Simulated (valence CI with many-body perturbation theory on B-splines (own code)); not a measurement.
## From CI to CI+MBPT in Ba LII

Calculated by valence CI with perturbative core correlation (CI+MBPT): three valence electrons over a frozen Dirac-Fock core [He], radial functions for each j: 11 s, 11 p, 9 d, 7 f, 5 g, 2 h, 1 i, with the one-electron correlation potential Σ1 (screened to all orders), the two-electron term Σ2, the three-electron term Σ3, Breit, model QED; selected single and double excitations, second order for the rest (own B-spline code, finite nucleus).

No measured spectrum was set against this ion. As an estimate, large intervals hold to a few tenths of a per cent, small ones and those within an open d or f shell to about a per cent.

Each rung adds one term. CI alone is the Dirac-Coulomb CI over the frozen core; QED comes last and gives the full result, which names the levels. Energies are above (2s^2 2p1/2) J=1/2 on the same rung, in eV.

Levels are named by their leading jj configuration (3d3/2^4 stands for four electrons in 3d with j = 3/2), which in mixed levels can hold well under half, so a name can repeat and another be missing. Letters in brackets count levels of one name in rising energy.

```
                     Level  CI alone
        (2s 2p1/2^2) J=1/2     172.4
        (2s^2 2p3/2) J=3/2     426.8
(2s 2p1/2 2p3/2) J=3/2 [a]     547.0
    (2s 2p1/2 2p3/2) J=5/2     584.3
    (2s 2p1/2 2p3/2) J=1/2     631.8
(2s 2p1/2 2p3/2) J=3/2 [b]     634.6
     (2p1/2^2 2p3/2) J=3/2     817.5
        (2s 2p3/2^2) J=5/2     994.1
        (2s 2p3/2^2) J=1/2    1066.8
        (2s 2p3/2^2) J=3/2    1071.2
     (2p1/2 2p3/2^2) J=3/2    1210.6
     (2p1/2 2p3/2^2) J=5/2    1235.0
     (2p1/2 2p3/2^2) J=1/2    1269.2
           (2p3/2^3) J=3/2    1670.8
           (2s^2 3s) J=1/2    5630.9
        (2s^2 3p1/2) J=1/2    5690.5
```

Problem. What do these energies become with core correlation, Breit and QED?

Solution. (2s 2p1/2^2) J=1/2 172.7 (+0.31); (2s^2 2p3/2) J=3/2 420.5 (-6.34); (2s 2p1/2 2p3/2) J=3/2 [a] 540.9 (-6.06); (2s 2p1/2 2p3/2) J=5/2 573.8 (-10.51); (2s 2p1/2 2p3/2) J=1/2 625.7 (-6.05); (2s 2p1/2 2p3/2) J=3/2 [b] 626.0 (-8.61); (2p1/2^2 2p3/2) J=3/2 810.0 (-7.50); (2s 2p3/2^2) J=5/2 979.5 (-14.62); (2s 2p3/2^2) J=1/2 1056.5 (-10.33); (2s 2p3/2^2) J=3/2 1057.5 (-13.72); (2p1/2 2p3/2^2) J=3/2 1197.1 (-13.50); (2p1/2 2p3/2^2) J=5/2 1217.2 (-17.76); (2p1/2 2p3/2^2) J=1/2 1257.3 (-11.97); (2p3/2^3) J=3/2 1651.1 (-19.63); (2s^2 3s) J=1/2 5622.2 (-8.76); (2s^2 3p1/2) J=1/2 5681.6 (-8.88).

Problem. How does the ionisation energy move along the ladder, and which term matters most?

Solution. CI alone 10031, + Σ1 10031, + Σ2 10031, + Σ3 10031, + Breit 10018, + QED 10018 eV. The largest step is Breit, -13 eV. NIST lists 10023 ± 4 eV (theoretical).
